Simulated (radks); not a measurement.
Values are calculated unless marked as measured or tabulated.
Ne3+, 7 electrons, occupied as [He] 2s2 2p3. Level of theory: non-relativistic Kohn-Sham, SCAN, spin-polarised, spherical densities, point nucleus; open shells are filled with parallel spins first; meta-GGA in the generalised Kohn-Sham scheme (a radial shooting solver on a logarithmic mesh with Libxc functionals).

Unscreened Slater integrals over Kohn-Sham orbitals (eV). They are taken over the spin-up orbitals.

F0(2p,2p): 33.627
F2(2p,2p): 15.646
F0(2p,2s): 32.255
G1(2p,2s): 19.399
F0(2p,1s): 46.927
G1(2p,1s): 6.2833
F0(2s,2s): 31.359
F0(2s,1s): 44.192
G0(2s,1s): 3.6761
F0(1s,1s): 161.90

Derived for the open shells (J is the average intra-shell exchange parameter used in DFT+U). 2p: J = F2/5 = 3.129 eV.
